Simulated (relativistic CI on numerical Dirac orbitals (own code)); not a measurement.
# Transition arrays of Eu25+

Calculated at this level of theory: Dirac-Coulomb-Breit CI, KLI orbitals optimised for each configuration, a model potential for QED, valence Slater integrals scaled by 0.9, whole transition arrays (own radial code, finite nucleus).

CI space (outside the closed core [Ar] 3d10 4s2): 4p6 4d2, 4p6 4d 4f, 4p5 4d3, 4p6 4d 5p, 4p6 4d 5f. Levels of other configurations are missing.

All E1 lines from the levels of 4p6 4d2; mean and standard deviation are weighted by gf, and upper levels are sorted by their leading configuration.

| Upper configuration | Lines | Σgf | Mean (eV) | Mean (nm) | σ (eV) | Strongest line (nm) |
| --- | --- | --- | --- | --- | --- | --- |
| 4p6 4d 4f | 52 | 36.4 | 161.59 | 7.673 | 10.13 | 7.358 |
| 4p5 4d3 | 495 | 192.4 | 168.61 | 7.353 | 12.20 | 7.133 |
| 4p6 4d 5p | 60 | 9.2 | 297.46 | 4.168 | 4.44 | 4.133 |
| 4p6 4d 5f | 81 | 22.1 | 416.63 | 2.976 | 3.80 | 2.985 |

Σgf per state of the lower configuration in bins of 0.2 nm over the central range (centre: value): 2.9: 0.41, 3.1: 0.08, 4.1: 0.13, 4.3: 0.07, 6.9: 0.30, 7.1: 2.18, 7.3: 1.14, 7.5: 0.66, 7.7: 0.07, 7.9: 0.05, 8.3: 0.05, 8.5: 0.16, 8.7: 0.08, 8.9: 0.10, 9.1: 0.05, 9.3: 0.08.

Task: How do configuration mixing and the scaling of the Slater integrals move the arrays?

Result: Slater scale 0.9, no configuration mixing: 4p6 4d 4f 151.8 ± 5.2 eV (Σgf 52.2), 4p5 4d3 160.6 ± 15.8 eV (Σgf 163.1), 4p6 4d 5p 297.6 ± 4.4 eV (Σgf 10.2), 4p6 4d 5f 416.6 ± 3.8 eV (Σgf 22.3); Slater scale 1: 4p6 4d 4f 166.2 ± 9.1 eV (Σgf 31.8), 4p5 4d3 171.1 ± 12.4 eV (Σgf 201.2), 4p6 4d 5p 297.5 ± 4.5 eV (Σgf 9.1), 4p6 4d 5f 416.6 ± 3.9 eV (Σgf 22.1); Slater scale 0.8: 4p6 4d 4f 159.0 ± 9.7 eV (Σgf 36.2), 4p5 4d3 165.6 ± 12.4 eV (Σgf 188.4), 4p6 4d 5p 297.5 ± 4.3 eV (Σgf 9.3), 4p6 4d 5f 416.6 ± 3.7 eV (Σgf 22.1). With mixing, levels are counted to their leading configuration, so an array can shrink or vanish into another, and the sums then hold other lines.
